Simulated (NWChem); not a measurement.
Species: C2H8N cation; SMILES C[NH2+]C

```xyz
11

C     -1.2541     0.0000     0.2708
N      0.0000     0.0000    -0.5316
C      1.2541     0.0000     0.2708
H     -2.1167     0.0000    -0.4071
H     -1.2705    -0.8979     0.9008
H     -1.2705     0.8979     0.9008
H      0.0000     0.8154    -1.1583
H      0.0000    -0.8154    -1.1583
H      2.1167     0.0000    -0.4071
H      1.2705     0.8979     0.9008
H      1.2705    -0.8979     0.9008
```
Atoms are numbered in this order, from 1.

Results from NWChem. All runs use the structure optimised with PBE0/def2-SVP.

Question: Predict the results for B3LYP/cc-pVDZ. Quantities: highest occupied level (eV); orbital gap (eV).

Answer: The highest occupied level (eV) is -16.37 and the orbital gap (eV) comes out as 11.45.
